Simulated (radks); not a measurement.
Values are calculated unless marked as measured or tabulated.
Neutral silver inside a hard spherical wall (all orbitals vanish at R), configuration held at [Kr] 4d10 5s1 and not refilled when levels cross. Code: a radial shooting solver on a logarithmic mesh with Libxc functionals. Model: scalar-relativistic Kohn-Sham, PBEsol, spin-unpolarised, spherical densities, finite nucleus; Fermi nuclear charge, rms radius 4.5454 fm. Eigenvalues in eV, with the zero of energy where the potential of the charges vanishes at infinity; a dash marks a level that is unbound or too diffuse for the functional's potential to be trusted. A positive occupied level is held by the wall or, in an anion where self-interaction has pushed it up, behind a barrier. The pressure on the wall is -dE/dV.

R (bohr) = free: E (hartree) -5313.39409; kinetic (hartree) 5519.370; e(4s) -94.964; e(4p) -58.514; e(4d) -7.453; e(5s) -4.421; e(5p, empty) -; e(6s, empty) -; pressure (GPa) 0
R (bohr) = 15: E (hartree) -5313.39409; kinetic (hartree) 5519.370; e(4s) -94.964; e(4p) -58.514; e(4d) -7.453; e(5s) -4.421; e(5p, empty) -0.651; e(6s, empty) 0.451; pressure (GPa) < 0.0001
R (bohr) = 10: E (hartree) -5313.39383; kinetic (hartree) 5519.372; e(4s) -94.941; e(4p) -58.491; e(4d) -7.430; e(5s) -4.398; e(5p, empty) -0.449; e(6s, empty) 2.053; pressure (GPa) 0.00662
R (bohr) = 8: E (hartree) -5313.39178; kinetic (hartree) 5519.388; e(4s) -94.830; e(4p) -58.379; e(4d) -7.322; e(5s) -4.273; e(5p, empty) 0.000; e(6s, empty) 4.574; pressure (GPa) 0.0928
R (bohr) = 7: E (hartree) -5313.38711; kinetic (hartree) 5519.418; e(4s) -94.653; e(4p) -58.203; e(4d) -7.153; e(5s) -4.054; e(5p, empty) 0.552; e(6s, empty) 7.236; pressure (GPa) 0.372
R (bohr) = 6: E (hartree) -5313.37235; kinetic (hartree) 5519.500; e(4s) -94.239; e(4p) -57.791; e(4d) -6.764; e(5s) -3.504; e(5p, empty) 1.671; e(6s, empty) 12.071; pressure (GPa) 1.64
R (bohr) = 5: E (hartree) -5313.32138; kinetic (hartree) 5519.756; e(4s) -93.203; e(4p) -56.770; e(4d) -5.811; e(5s) -2.026; e(5p, empty) 4.171; e(6s, empty) 21.692; pressure (GPa) 8.59
R (bohr) = 3: E (hartree) -5312.04837; kinetic (hartree) 5525.073; e(4s) -81.532; e(4p) -45.548; e(4d) 5.270; e(5s) 18.940; e(5p, empty) 32.093; e(6s, empty) 104.68; pressure (GPa) 612
R (bohr) = 2.5: E (hartree) -5309.95725; kinetic (hartree) 5533.273; e(4s) -70.781; e(4p) -35.136; e(4d) 16.701; e(5s) 44.175; e(5p, empty) 62.419; e(6s, empty) 180.19; pressure (GPa) 2600
R (bohr) = 2: E (hartree) -5303.01841; kinetic (hartree) 5559.334; e(4s) -47.728; e(4p) -11.640; e(4d) 44.076; e(5s) 110.23; e(5p, empty) 136.64; e(6s, empty) 345.80; pressure (GPa) 14700
R (bohr) = 1.5: E (hartree) -5273.70040; kinetic (hartree) 5657.091; e(4s) 16.837; e(4p) 58.115; e(4d) 125.08; e(5s) 315.79; e(5p, empty) 353.01; e(6s, empty) 781.80; pressure (GPa) 123000
